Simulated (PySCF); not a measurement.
C2H5 (SMILES [CH2]C), doublet, geometry from GFN2-xTB; PySCF with DF-HF/d-aug-cc-pVDZ.

PySCF was given this input:
```python
from pyscf import gto, scf
import numpy

mol = gto.Mole()
mol.atom = '''
    C    -0.026147   -0.685649   -0.014718
    C     0.009148    0.784300    0.016539
    H     0.988175   -1.110004   -0.015687
    H    -0.530880   -1.086909    0.864356
    H    -0.521552   -1.050091   -0.914004
    H     0.109216    1.306098    0.947834
    H     0.057037    1.348999   -0.893424
'''
mol.basis = 'd-aug-cc-pvdz'
mol.charge = 0
mol.spin = 1
mol.verbose = 4
mol.cart = True
mol.build()
print('smallest overlap eigenvalue', numpy.linalg.eigvalsh(mol.intor('int1e_ovlp'))[0])

mf = scf.UHF(mol)
mf = mf.density_fit(auxbasis='def2-universal-jkfit')
mf.kernel()
mf.analyze()
```

Write the output that PySCF gives for this input, abridged.


```
PySCF version 2.14.0

[INPUT] verbose = 4
[INPUT] num. atoms = 7
[INPUT] num. electrons = 17
[INPUT] charge = 0
[INPUT] spin (= nelec alpha-beta = 2S) = 1
[INPUT] symmetry False subgroup None
[INPUT] Mole.unit = angstrom
[INPUT] Cartesian GTO integrals (6d 10f)
[INPUT] Symbol           X                Y                Z      unit          X                Y                Z       unit  Magmom
[...]
nuclear repulsion = 37.2771759490944
number of shells = 48
number of NR pGTOs = 169
number of NR cGTOs = 135
basis = d-aug-cc-pvdz
ecp = {}
smallest overlap eigenvalue 6.112177876164845e-08

******** <class 'pyscf.df.df_jk.DFUHF'> ********
method = DFUHF
initial guess = minao
damping factor = 0
level_shift factor = 0
DIIS = <class 'pyscf.scf.diis.CDIIS'>
diis_start_cycle = 1
diis_space = 8
diis_damp = 0
SCF conv_tol = 1e-09
SCF conv_tol_grad = None
SCF max_cycles = 50
direct_scf = False
number electrons alpha = 9  beta = 8
Set gradient conv threshold to 3.16228e-05
******** <class 'pyscf.df.df.DF'> ********
auxbasis = def2-universal-jkfit
init E= -78.6465619743248

WARN: 1 small eigenvectors of overlap matrix removed because of linear dependency between AOs.

cycle= 1 E= -78.5744219825912  delta_E= 0.0721  |g|= 0.179  |ddm|=   44
cycle= 2 E= -78.602190946374  delta_E= -0.0278  |g|= 0.0614  |ddm|= 1.26
cycle= 3 E= -78.6058931612706  delta_E= -0.0037  |g|= 0.0241  |ddm|= 0.628
cycle= 4 E= -78.606533759912  delta_E= -0.000641  |g|= 0.00988  |ddm|= 0.19
cycle= 5 E= -78.6067162577627  delta_E= -0.000182  |g|= 0.00392  |ddm|= 0.109
cycle= 6 E= -78.6067475876198  delta_E= -3.13e-05  |g|= 0.00129  |ddm|= 0.0481
cycle= 7 E= -78.6067508383631  delta_E= -3.25e-06  |g|= 0.000461  |ddm|= 0.013
cycle= 8 E= -78.6067512071317  delta_E= -3.69e-07  |g|= 0.000187  |ddm|= 0.00486
cycle= 9 E= -78.6067512707742  delta_E= -6.36e-08  |g|= 6.29e-05  |ddm|= 0.00288
cycle= 10 E= -78.606751278095  delta_E= -7.32e-09  |g|= 2.6e-05  |ddm|= 0.000905
cycle= 11 E= -78.6067512795315  delta_E= -1.44e-09  |g|= 1.02e-05  |ddm|= 0.000372
cycle= 12 E= -78.6067512797765  delta_E= -2.45e-10  |g|= 3.59e-06  |ddm|= 0.00018
Extra cycle  E= -78.6067512797933  delta_E= -1.68e-11  |g|= 2.23e-06  |ddm|= 2.98e-05
converged SCF energy = -78.6067512797933  <S^2> = 0.76277709  2S+1 = 2.0127365
**** SCF Summaries ****
Total Energy =                         -78.606751279793301
Nuclear Repulsion Energy =              37.277175949094428
One-electron Energy =                 -178.433710667799573
Two-electron Energy =                   62.549783438911845
Two-electron Coulomb Energy =           74.708108442970854
DFT Exchange-Correlation Energy =      -12.158325004059009
**** MO energy ****
                             alpha | beta                alpha | beta
[...]
To work with the spin densities directly, `use mulliken_meta_spin()` only printing them here.

WARN: Weak orthogonality for localized orbitals 5.403103569043187e-07

 ** Mulliken spin pop alpha/beta on meta-lowdin orthogonal AOs **
 ** Mulliken Spin Density (per AO)  **
spin_pop of  0  C 1s        0.00000
spin_pop of  0  C 2s       -0.01553
spin_pop of  0  C 3s        0.00003
spin_pop of  0  C 4s       -0.00001
spin_pop of  0  C 5s       -0.00003
spin_pop of  0  C 2px      -0.03141
spin_pop of  0  C 2py      -0.04042
spin_pop of  0  C 2pz      -0.01005
spin_pop of  0  C 3px       0.00040
spin_pop of  0  C 3py      -0.00003
spin_pop of  0  C 3pz       0.00007
spin_pop of  0  C 4px       0.00015
spin_pop of  0  C 4py      -0.00010
spin_pop of  0  C 4pz      -0.00000
spin_pop of  0  C 5px       0.00015
spin_pop of  0  C 5py      -0.00005
spin_pop of  0  C 5pz      -0.00000
spin_pop of  0  C 3dxx     -0.00013
spin_pop of  0  C 3dxy      0.00184
spin_pop of  0  C 3dxz      0.00000
spin_pop of  0  C 3dyy      0.00001
spin_pop of  0  C 3dyz      0.00002
spin_pop of  0  C 3dzz      0.00009
spin_pop of  0  C 4dxx      0.00001
spin_pop of  0  C 4dxy      0.00012
spin_pop of  0  C 4dxz      0.00001
spin_pop of  0  C 4dyy     -0.00003
[...]
spin_pop of  1  C 3dxy      0.00035
spin_pop of  1  C 3dxz     -0.00002
spin_pop of  1  C 3dyy     -0.00004
spin_pop of  1  C 3dyz      0.00006
spin_pop of  1  C 3dzz     -0.00001
spin_pop of  1  C 4dxx     -0.00015
spin_pop of  1  C 4dxy      0.00019
spin_pop of  1  C 4dxz     -0.00000
spin_pop of  1  C 4dyy     -0.00019
spin_pop of  1  C 4dyz      0.00004
spin_pop of  1  C 4dzz     -0.00032
spin_pop of  1  C 5dxx     -0.00001
spin_pop of  1  C 5dxy      0.00055
spin_pop of  1  C 5dxz     -0.00000
spin_pop of  1  C 5dyy     -0.00001
spin_pop of  1  C 5dyz      0.00003
spin_pop of  1  C 5dzz      0.00000
spin_pop of  2  H 1s        0.05995
spin_pop of  2  H 2s        0.00010
spin_pop of  2  H 3s        0.00010
spin_pop of  2  H 4s        0.00013
spin_pop of  2  H 2px       0.00009
spin_pop of  2  H 2py      -0.00012
spin_pop of  2  H 2pz      -0.00000
spin_pop of  2  H 3px       0.00009
spin_pop of  2  H 3py       0.00010
spin_pop of  2  H 3pz       0.00001
spin_pop of  2  H 4px       0.00004
spin_pop of  2  H 4py      -0.00003
spin_pop of  2  H 4pz       0.00001
spin_pop of  3  H 1s        0.01840
spin_pop of  3  H 2s        0.00005
spin_pop of  3  H 3s        0.00001
spin_pop of  3  H 4s        0.00002
spin_pop of  3  H 2px       0.00002
spin_pop of  3  H 2py       0.00003
spin_pop of  3  H 2pz       0.00004
spin_pop of  3  H 3px       0.00003
spin_pop of  3  H 3py       0.00004
spin_pop of  3  H 3pz       0.00006
spin_pop of  3  H 4px       0.00005
spin_pop of  3  H 4py      -0.00005
spin_pop of  3  H 4pz       0.00001
spin_pop of  4  H 1s        0.01551
spin_pop of  4  H 2s        0.00005
spin_pop of  4  H 3s       -0.00000
spin_pop of  4  H 4s        0.00001
spin_pop of  4  H 2px       0.00002
spin_pop of  4  H 2py       0.00004
spin_pop of  4  H 2pz       0.00003
spin_pop of  4  H 3px       0.00003
spin_pop of  4  H 3py       0.00003
spin_pop of  4  H 3pz       0.00006
spin_pop of  4  H 4px       0.00005
spin_pop of  4  H 4py      -0.00005
spin_pop of  4  H 4pz       0.00001
spin_pop of  5  H 1s       -0.04985
spin_pop of  5  H 2s       -0.00020
spin_pop of  5  H 3s        0.00005
spin_pop of  5  H 4s        0.00002
spin_pop of  5  H 2px       0.00174
spin_pop of  5  H 2py       0.00009
spin_pop of  5  H 2pz       0.00012
spin_pop of  5  H 3px       0.00069
spin_pop of  5  H 3py       0.00002
spin_pop of  5  H 3pz      -0.00011
spin_pop of  5  H 4px       0.00019
spin_pop of  5  H 4py       0.00001
spin_pop of  5  H 4pz      -0.00001
spin_pop of  6  H 1s       -0.04998
spin_pop of  6  H 2s       -0.00021
spin_pop of  6  H 3s        0.00005
spin_pop of  6  H 4s        0.00002
spin_pop of  6  H 2px       0.00177
spin_pop of  6  H 2py       0.00010
spin_pop of  6  H 2pz       0.00011
spin_pop of  6  H 3px       0.00069
spin_pop of  6  H 3py       0.00002
spin_pop of  6  H 3pz      -0.00010
spin_pop of  6  H 4px       0.00019
spin_pop of  6  H 4py       0.00001
spin_pop of  6  H 4pz      -0.00001
 ** Mulliken Spin Density (per atom)  **
spin density of  0 C =     -0.09415
spin density of  1 C =      1.09378
spin density of  2 H =      0.06048
spin density of  3 H =      0.01871
spin density of  4 H =      0.01579
spin density of  5 H =     -0.04725
spin density of  6 H =     -0.04735

WARN: Weak orthogonality for localized orbitals 5.403103569043187e-07

 ** Mulliken pop alpha/beta on meta-lowdin orthogonal AOs **
 ** Mulliken pop       alpha | beta **
In total             9.00000 | 8.00000
 ** Mulliken atomic charges   ( Nelec_alpha | Nelec_beta ) **
charge of  0C =     -0.25741  (     3.08163      3.17578 )
charge of  1C =     -0.20660  (     3.65019      2.55641 )
charge of  2H =      0.08932  (     0.48558      0.42510 )
charge of  3H =      0.09179  (     0.46346      0.44475 )
charge of  4H =      0.09179  (     0.46200      0.44621 )
charge of  5H =      0.09532  (     0.42871      0.47596 )
charge of  6H =      0.09580  (     0.42843      0.47578 )
Dipole moment(X, Y, Z, Debye):  0.09954, -0.17898, -0.00530
```
